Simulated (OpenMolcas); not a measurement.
**Cr III: CASPT2 settings compared**

```yaml
Program: OpenMolcas
Basis: ANO-RCC-VDZ [5s4p2d]
Scalar_Hamiltonian: DKH2, point nucleus
Active_space: 4 electrons in 5 orbitals (3d)
State_averaging: 2S+1 = 5 even, 5 roots; 2S+1 = 3 even, 45 roots kept (CI in the orbitals of an earlier block, 30 in the spin-orbit step); 2S+1 = 1 even, 50 roots kept (CI in the orbitals of an earlier block, 22 in the spin-orbit step)
Spin-orbit_coupling: state interaction with AMFI integrals over the reference wave functions, term energies averaged over their components
```

Methods on the same reference wave functions:
A. CASSCF
B. SS-CASPT2, IPEA 0.35 Eh, sigma1 regulariser 0.15 Eh (closed shells correlated: 2s 2p 3s 3p)
C. SS-CASPT2, IPEA 0 Eh, sigma1 regulariser 0.05 Eh (closed shells correlated: 3s 3p)
D. SS-CASPT2, IPEA 0.2 Eh, real shift 0.25 Eh (closed shells correlated: 2s 2p 3s 3p)

Energies in eV above 3d4 5D0, the measured ground level; measured values from Sugar and Corliss, J. Phys. Chem. Ref. Data 6, 317 (1977).

```csv
Level,A,B,C,D,Measured
3d4 5D0,0.0000,0.0000,0.0000,0.0000,0.0000
3d4 5D1,0.0085,0.0087,0.0087,0.0087,0.0077
3d4 5D2,0.0252,0.0256,0.0256,0.0256,0.0227
3d4 5D3,0.0494,0.0499,0.0500,0.0500,0.0442
3d4 5D4,0.0804,0.0808,0.0809,0.0808,0.0714
3d4 3H4,2.4441,2.545,2.498,2.534,2.1417
3d4 3H5,2.4616,2.563,2.516,2.552,2.1569
3d4 3H6,2.4817,2.585,2.538,2.574,2.1735
3d4 3P0,2.6520,2.033,1.959,2.008,2.0794
3d4 3P1,2.6988,2.079,2.006,2.055,2.1286
3d4 3P2,2.7926,2.173,2.099,2.149,2.2133
3d4 3F2,2.8156,2.445,2.364,2.419,2.2877
3d4 3F3,2.8210,2.452,2.372,2.427,2.2951
3d4 3F4,2.8314,2.462,2.382,2.437,2.3040
3d4 3G3,3.0927,2.904,2.847,2.887,2.5669
3d4 3G4,3.1141,2.926,2.869,2.909,2.5854
3d4 3G5,3.1329,2.948,2.891,2.931,2.6032
```

Deviations, from unrounded energies. A percentage is the sum of absolute deviations over the sum of measured energies, with the sign that they share, or ± where signs differ.

| Against measurement | Levels | A | B | C | D |
| --- | --- | --- | --- | --- | --- |
| mean absolute deviation (cm-1) | 16 | 2900 | 1400 | 1300 | 1400 |
| fine structure of the ground term (%) | 4 | +11.9 | +13.0 | +13.1 | +13.0 |
| other terms of the ground configuration (%) | 12 | +21.1 | ±10.4 | ±9.1 | ±10.0 |

C lies closest to measurement on these levels and A furthest from it. The largest miss of C in the table is 3d4 3H6, by +2900 cm-1. The ranking rests on the paired levels alone, and a cruder setting can come out closer through cancelling errors.

Among B to D the level of the table that moves most is 3d4 3F2, by 650 cm-1 (lowest in C, highest in B). Moves below CASPT2's spread within the term are not significant.

The mean deviations of B to D differ by less than CASPT2's widest spread within a term (180 cm-1), so their order carries little weight.

From A to B the spin-free energies of the other terms of 3d4 shown, above 5D, scale by factors of 0.77 to 1.04.

The lowest spin-free term lies below A's lowest term by 0.186 hartree in B, 0.177 hartree in C, 0.188 hartree in D.

CASPT2 does not keep the components of a term degenerate, so their means are used; among the terms shown or strongly mixed into the levels shown the widest spread is 180 cm-1 (3d4 3F, B). Some high roots are left out of the spin-orbit mixing, which shifts the levels that they would mix with. Terms from blocks run as CI alone lack orbitals of their own. Without dynamic correlation excited terms often stand tens of per cent too high (terms of higher spin than the ground term too low), and those without a measured partner can miss by more than the paired ones (holds for A). Some terms miss by over 15 % even with CASPT2, which points to a basis or an active space too small for the shells correlated (holds for B; C; D). Computed and measured levels are paired by configuration, term and J; levels that our copy of the source lacks, or whose pairing is in doubt (as where it misses far off the trend of its configuration), stay unpaired and out of the deviations. Only configurations of the active space appear. Levels that lie high or do not pair safely by name in every column are left out.
